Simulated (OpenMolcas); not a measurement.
**A ladder of methods for CH6ClNSi (SMILES C[SiH](N)Cl)**

CH6ClNSi: 10 atoms, total charge 0, spin state singlet. SMILES: `C[SiH](N)Cl`. Geometry: relaxed at PBE0-D4/def2-TZVP. This is one conformer, not always the lowest.

```
atom    x (Å)    y (Å)    z (Å)
   C  -0.9243   0.9603  -0.4296
  Si  -0.0556  -0.6376  -0.0734
   N   1.2008  -0.3792   1.0508
  Cl   0.5949  -1.3925  -1.9008
   H  -1.7200   0.8095  -1.1616
   H  -1.3595   1.3697   0.4850
   H  -0.2269   1.6943  -0.8414
   H  -0.9365  -1.6895   0.4826
   H   1.8475   0.3826   0.9176
   H   1.6627  -1.1687   1.4738
```

Quantity: the dipole moment, in D. The values are calculated.

| level | kind | program | value (D) | CPU time |
| --- | --- | --- | --- | --- |
| SVWN5/6-31G* (spherical functions) | LDA | OpenMolcas | 2.42 | 29 s |
| BLYP/6-31G* (spherical functions) | GGA | OpenMolcas | 2.33 | 41 s |
| TPSS/6-31G* (spherical functions) | meta-GGA | OpenMolcas | 2.38 | 51 s |
| r2SCAN/6-31G* (spherical functions) | meta-GGA | OpenMolcas | 2.40 | 50 s |
| B3LYP/6-31G* (spherical functions) | global hybrid | OpenMolcas | 2.34 | 40 s |
| BHLYP/6-31G* (spherical functions) | global hybrid | OpenMolcas | 2.35 | 38 s |
| M06-2X/6-31G* (spherical functions) | hybrid meta-GGA | OpenMolcas | 2.38 | 45 s |
| PBE0/6-31G* (spherical functions) | global hybrid | OpenMolcas | 2.39 | 40 s |

The values span 2.33 to 2.42 D. Magnitudes only. Times are those of the runs behind each value, whatever else they computed, on shared processors of several kinds: orders of magnitude only.
